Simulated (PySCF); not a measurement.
propylene glycol cation (C3H8O2), SMILES CC(O)CO (connectivity only; charge and spin as stated), charge +1, multiplicity 2. Atoms are numbered in the order given.

```xyz
13

C      1.8340     0.1003     0.4313
C      0.4925     0.4703    -0.1280
O     -0.2575     1.3730     0.5353
C     -0.5114    -1.0625    -0.1802
O     -1.6400    -0.8458    -0.8559
H      2.4928     0.9945     0.3531
H      1.7851    -0.1964     1.4998
H      2.3123    -0.7121    -0.1472
H      0.4358     0.6728    -1.2182
H      0.0369     1.4668     1.4704
H      0.1816    -1.7077    -0.7534
H     -0.5966    -1.2852     0.9038
H     -2.3592    -0.4986    -0.2816
```
Charge +1, spin multiplicity 2.

The structure is a stationary point at PBE-D3(BJ)/def2-SVP. The multiplicity is an assumed one; no other spin state was optimised. The values are those of a single conformer.

Two levels are set side by side: PBE/pcH-1 (PySCF) and B3LYP/pcH-1 (PySCF). Contact hyperfine couplings, same geometry. Differences are taken from unrounded values.

```
quantity                      B3LYP    PBE  PBE minus B3LYP
----------------------------  -----  -----  ---------------
A(iso) of 13C, atom C1 (MHz)   -1.6   -2.1             -0.5
A(iso) of 13C, atom C2 (MHz)    4.3   11.2              6.9
A(iso) of 17O, atom O3 (MHz)  -19.5  -10.8              8.7
A(iso) of 13C, atom C4 (MHz)   20.8   26.2              5.3
A(iso) of 17O, atom O5 (MHz)  -22.4  -12.7              9.7
A(iso) of 1H, atom H6 (MHz)    71.7   72.6              1.0
A(iso) of 1H, atom H7 (MHz)    10.7   11.9              1.2
A(iso) of 1H, atom H8 (MHz)    -1.9   -1.6              0.3
A(iso) of 1H, atom H9 (MHz)    65.8   63.3             -2.5
A(iso) of 1H, atom H10 (MHz)  -17.3  -15.0              2.2
A(iso) of 1H, atom H11 (MHz)   47.9   43.4             -4.5
A(iso) of 1H, atom H12 (MHz)   41.2   36.4             -4.8
A(iso) of 1H, atom H13 (MHz)  -18.3  -15.6              2.7
```

Rough cost on one machine, each run with all the roots and properties that it gave: B3LYP against PBE within a factor of 2.
